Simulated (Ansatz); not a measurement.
C2H5FGe (`C[CH2][Ge][F]`), relaxed with RKS PBE0-D4/def2-TZVP in Ansatz from a PBE-D4/def2-SVP geometry. The force threshold is 0.005 eV/Å; the program also tests the step.

The species carries charge 0 and has multiplicity 1.

Start:

```xyz
9

C     0.850    0.087    0.393
C    -0.678    0.149    0.358
Ge   -1.600   -0.650   -1.248
F    -0.156   -0.693   -2.302
H     1.286    0.466   -0.552
H     1.276    0.678    1.231
H     1.209   -0.956    0.509
H    -1.041    1.208    0.342
H    -1.146   -0.289    1.269
```

(1) How much energy does the relaxation release, and in how many steps? (An estimate is asked.)

(2) Which bonds change most? (Best estimate.)

(3) Give the relaxed structure. (An estimate is asked.)

Answers

(1) Computed: 3.53 kJ/mol, in 14 steps.

(2) Ansatz gave: C2–Ge3 from 2.017 to 1.991 Å; Ge3–F4 from 1.789 to 1.767 Å; C2–H9 from 1.114 to 1.097 Å; C1–H5 from 1.108 to 1.091 Å.

(3) The calculation gave: 
```xyz
9

C     0.851    0.077    0.402
C    -0.668    0.140    0.346
Ge   -1.571   -0.724   -1.204
F    -0.216   -0.595   -2.331
H     1.295    0.446   -0.523
H     1.250    0.669    1.230
H     1.202   -0.949    0.538
H    -1.012    1.186    0.281
H    -1.132   -0.251    1.260
```
